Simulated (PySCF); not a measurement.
Species: C₅H₅F₂NS.
Geometry (GFN2-xTB, Å), atoms numbered from 1 in this order:
```
atom  x, y, z in Å
C1    -1.5239   -1.0421    0.1623
C2    -0.5172   -0.0410   -0.4150
C3    -1.0889    1.2912   -0.4628
N4    -1.5398    2.3392   -0.4972
C5     0.7479    0.0010    0.4294
F6     0.4948    0.2704    1.7294
S7     2.0039   -1.2708    0.1245
C8     2.0325    0.5195   -0.1147
F9     2.8291    1.2438    0.6875
H10   -1.7970   -0.7581    1.1763
H11   -2.4220   -1.0661   -0.4494
H12   -1.0769   -2.0338    0.1797
H13   -0.2366   -0.3333   -1.4338
H14    2.0933    0.8798   -1.1384
```

Computed, not measured: TDDFT wB97X-D/def2-SVPD, vertical, gas phase, core orbitals frozen in the response (PySCF).

Transition dipole moments from the ground state, in atomic units and in the frame of the coordinates above (overall signs are arbitrary), for the states with f of 0.002 or more among the lowest 8:

| state | E (eV) | μx | μy | μz |
| --- | --- | --- | --- | --- |
| S2 | 7.095 | -0.018 | 0.173 | -0.008 |
| S3 | 7.176 | -0.136 | -0.209 | -0.327 |
| S4 | 7.336 | 0.541 | 0.066 | -0.165 |
| S5 | 7.601 | 0.273 | -0.514 | -0.204 |
| S6 | 7.804 | 0.106 | -0.213 | -0.108 |
| S7 | 8.141 | 0.172 | 0.114 | -0.059 |
| S8 | 8.210 | 0.254 | -0.083 | 0.212 |

Task: What oscillator strength does each state have?

Result: f = (2/3) ΔE |μ|² with ΔE in hartree (27.2114 eV).

```
state  |μ|² (au)  |μ| (D)      f
   S2      0.030     0.44  0.005
   S3      0.169     1.04  0.030
   S4      0.324     1.45  0.058
   S5      0.380     1.57  0.071
   S6      0.068     0.66  0.013
   S7      0.046     0.55  0.009
   S8      0.116     0.87  0.023
```

Task: What angle do the transition dipoles of S4 and S5 make?

Result: |cos θ| = |μa·μb| / (|μa| |μb|) = 0.42, so θ ≈ 65° (taken between 0 and 90°, since the signs are arbitrary).

Task: How is the summed strength of these states shared among x, y and z?

Result: (2/3) Σ ΔE μα² gives 0.091 for x, 0.075 for y and 0.043 for z, 0.210 in all.

Task: What peak molar absorption coefficient would the strongest computed level give as a lone Gaussian band 0.3 eV wide at half height?

Result: ε(max) = 2.175×10⁸ f / FWHM, with the width in cm⁻¹. S5: 2.175×10⁸ × 0.0708 / 2420 ≈ 6400 L mol⁻¹ cm⁻¹.

One conformer stands for the species.
